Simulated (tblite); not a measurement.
Calculated harmonic vibrations of the isolated species, GFN2-xTB (tblite), most abundant isotopes, no scaling. Against measured fundamentals such values can be off by several per cent, at times by over 20. Modes of hydrogen on phosphorus, silicon and sulfur can be 10 to 20 % off. One conformer each. Open shells enter through the occupations alone, without spin polarisation, and single modes of such species can be off by tens of per cent. Thermal functions are those of the rigid rotor and harmonic oscillator, without mixing of conformers.

Task: Order these by their heat capacity Cp at 500 K, highest first (J/(mol K)).
A. `Clc1cnnnc1`
B. `CC1=C(Cl)N=NN=C1`
C. `[O][C@H]1C=COC(F)=C1` [radical]
D. `O=[P@H]1C[C@@H]([SiH3])C1`
E. `S[C@]12[C@H]3[C@@H]4C5[C@H]3[C@H]1[C@@H]5[C@@H]42`
F. `O=C[C@@H]1CC(=O)CO1`

Result: E (208.6), D (197.8), F (179.6), C (168.4), B (164.2), A (129.1).

```json
{"SMILES": "S[C@]12[C@H]3[C@@H]4C5[C@H]3[C@H]1[C@@H]5[C@@H]42", "atoms": "17", "mass (u)": "136.03", "symmetry number": "1", "modes under 300 cm⁻¹": "3", "ZPE (kJ/mol)": "346.9", "S translation (J/(mol K))": "180.9", "S rotation": "125.3", "S vibration": "115.8", "S spin": "0.0", "S": "422.0", "Cp": "208.6"}
{"SMILES": "O=[P@H]1C[C@@H]([SiH3])C1", "atoms": "15", "mass (u)": "120.02", "symmetry number": "1", "modes under 300 cm⁻¹": "5", "ZPE (kJ/mol)": "285.4", "S translation (J/(mol K))": "179.3", "S rotation": "123.6", "S vibration": "146.8", "S spin": "0.0", "S": "449.7", "Cp": "197.8"}
{"SMILES": "O=C[C@@H]1CC(=O)CO1", "atoms": "14", "mass (u)": "114.03", "symmetry number": "1", "modes under 300 cm⁻¹": "4", "ZPE (kJ/mol)": "268.1", "S translation (J/(mol K))": "178.7", "S rotation": "123.9", "S vibration": "134.4", "S spin": "0.0", "S": "437.0", "Cp": "179.6"}
{"SMILES": "[O][C@H]1C=COC(F)=C1", "atoms": "12", "mass (u)": "115.02", "symmetry number": "1", "modes under 300 cm⁻¹": "2", "ZPE (kJ/mol)": "202.1", "S translation (J/(mol K))": "178.8", "S rotation": "123.6", "S vibration": "110.4", "S spin": "5.8", "S": "418.5", "Cp": "168.4"}
{"SMILES": "Cc1cnnnc1Cl", "atoms": "12", "mass (u)": "129.01", "symmetry number": "1", "modes under 300 cm⁻¹": "4", "ZPE (kJ/mol)": "207.9", "S translation (J/(mol K))": "180.2", "S rotation": "125.7", "S vibration": "124.2", "S spin": "0.0", "S": "430.2", "Cp": "164.2"}
{"SMILES": "Clc1cnnnc1", "atoms": "9", "mass (u)": "114.99", "symmetry number": "2", "modes under 300 cm⁻¹": "2", "ZPE (kJ/mol)": "135.7", "S translation (J/(mol K))": "178.8", "S rotation": "116.0", "S vibration": "79.4", "S spin": "0.0", "S": "374.2", "Cp": "129.1"}
```

Entropies and Cp are for 500 K and 1 bar.
